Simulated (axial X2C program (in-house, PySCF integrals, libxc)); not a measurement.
**AsP⁻ along the bond: PW91, with spin–orbit coupling**

Calculated with an in-house all-electron X2C program for linear molecules (integrals from PySCF). Two-component (2c) means X2C with spin–orbit coupling and atomic mean-field two-electron Coulomb and Gaunt terms. Basis: As dyall-acv3z [10s10p7d5f1g], P dyall-av3z [9s8p3d2f] (cores contracted in-house); Gaussian nuclei, density fitting, unrestricted open shells. Masses: As 74.922 u, P 30.974 u.

State: Ω = 1/2 (⟨Sz⟩ = -0.50, ⟨Lz⟩ = 1.00 at PW91). Dipoles are positive if P is the positive end and refer to the centre of mass.

Results along the bond:

```csv
R (Å),μ (D),HOMO (eV),LUMO (eV)
1.810,-1.538,2.23,2.30
1.893,-1.787,2.09,2.16
1.955,-1.938,1.97,2.05
2.018,-2.069,1.85,1.93
2.080,-2.185,1.72,1.81
2.153,-2.304,1.57,1.66
2.226,-2.411,1.43,1.52
2.319,-2.530,1.25,1.34
2.434,-2.651,1.04,1.14
2.600,-2.730,0.77,0.88
```

The state is one determinant whose occupation by symmetry is held fixed; it was picked as the lowest of a PBE0 search that is not exhaustive. Density functionals use the spin component along the axis (collinear). The functionals have no current-density term, which raises determinants with orbital currents, atoms included. The highest occupied level of some functionals is positive through self-interaction error; at Hartree–Fock it is bound. The LUMO of an anion is an unbound level whose energy the basis sets.
